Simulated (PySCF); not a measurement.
## A small calculation by hand: entropy of an ideal gas

GeFI, SMILES [F][Ge][I] (connectivity only; charge and spin as stated), neutral, multiplicity 1.

The structure is a stationary point at B3LYP-D3(BJ)/def2-TZVP. The def2 effective core potentials stand for the cores of I; spin–orbit coupling is left out.

B3LYP-D3(BJ)/def2-TZVP run with PySCF gives the harmonic wavenumbers 152, 238, 650 cm⁻¹ and the rotational temperatures 0.5746, 0.0632, 0.0569 K. The molar mass is 218.53 g/mol, the symmetry number 1, the spin multiplicity 1.

Q: Work out the entropy at 298.15 K and 1 atm in the rigid-rotor, harmonic-oscillator model.

A: 
Translation (Sackur–Tetrode at 1 atm): S = R[1.5 ln M + 2.5 ln T − 1.16487] = 175.9 J/(mol K).
Rotation: q = (√π/σ) T^1.5/√(θA θB θC) = 201000, S = R[ln q + 3/2] = 114.0 J/(mol K).
Vibration: with u = 1.4388 ν/T, each mode gives R[u/(e^u − 1) − ln(1 − e^−u)]:
```csv
ν (cm⁻¹),modes,u,S (J/(mol K))
152,1,0.73,11.08
238,1,1.15,7.61
650,1,3.14,1.55
```
These are all the modes. Sum 20.2 J/(mol K).
Spin: R ln 1 = 0.0 J/(mol K).
Total 310.2 J/(mol K); the program's own thermochemistry gives 310.1. Translation makes up 57 % and vibration 7 %. Anharmonicity, hindered rotation and orbital degeneracy are left out.
